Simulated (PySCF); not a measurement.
# Zinc: a sound run and one with changed settings

Sound run: Zn [Ar] 3d10 4s2, Zn+ [Ar] 3d10 4s1. Computed with PySCF 2.14 in cc-pVTZ-PP with ECP10MDF (5s5p4d2f1g, 63 functions), with scalar relativity through the core potential. In the sound run the correlated levels freeze 3s2 3p6 outside the core potential. The sound run starts from symmetry-adapted Hartree-Fock orbitals and uses a fine grid where one is needed.

Changed run: a valence shell is frozen. This setting is unsound on purpose.

```csv
species,method,sound run (hartree),changed run (hartree),converged
Zn,MP2,-226.48386,-225.98558,yes
```

Ionisation energy of Zn:

| method | sound run (eV) | changed run (eV) |
| --- | --- | --- |
| UHF | 7.805 | 7.805 |
| MP2 | 9.046 | 8.420 |
| SCS-MP2 | 9.063 | 8.544 |

Freezing a valence shell removes pair correlation that changes on ionisation.

For comparison, NIST gives 9.394 eV between the lowest levels.
